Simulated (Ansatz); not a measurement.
CHF2 (SMILES F[CH]F), doublet, at a GFN2-xTB geometry; CASSCF(5,5)/def2-SVP run with Ansatz (a quantum-chemistry and plane-wave program).

Input for Ansatz:
Ansatz 0.2 input:
```yaml
crystal:
  periodic: [false, false, false]
  atoms:
    - {symbol: C, position_ang: [0.06401414, -0.00053804, 0.50038755]}
    - {symbol: F, position_ang: [-0.08071573, 1.09566547, -0.23113025]}
    - {symbol: F, position_ang: [-0.06029074, -1.09592016, -0.23609971]}
    - {symbol: H, position_ang: [0.88497342, 0.00552047, 1.20274435]}
basis:
  gaussian:
    orbitals: def2-SVP
hamiltonian:
  xc: hf
correlation: {active_space: {window: {electrons: 5, orbitals: 5}}}
magnetization: {spin_polarized: false, initial_magnetization: 1}
```

Question: Predict the main parts of the log of this Ansatz run.

Answer: 
```
Functional definition: HF
458 factors; integrals over basis functions are off by at most 1.3e-3 eV
mean field evaluation 1: about -6449.2659 eV, gradient 2.7e1 eV
mean field evaluation 2: about -6449.3324 eV, gradient 2.7e1 eV
mean field evaluation 4: about -6451.0313 eV, gradient 3.1e0 eV
mean field evaluation 8: about -6451.0729 eV, gradient 1.6e-1 eV
mean field -6451.07306269 eV, -237.0725623593 hartree, gradient 4.6e-6 eV, S^2 0.750000; 0 other end points of the search recorded, 0 dependent functions left out
reference -6451.07306269 eV, -237.0725623593 hartree; 13, 12 occupied and 34, 35 virtual orbitals, 458 factors
state -6452.31613514 eV, -237.1182444293 hartree
Total energy: -6452.31613514 eV, -237.1182444293 hartree
```
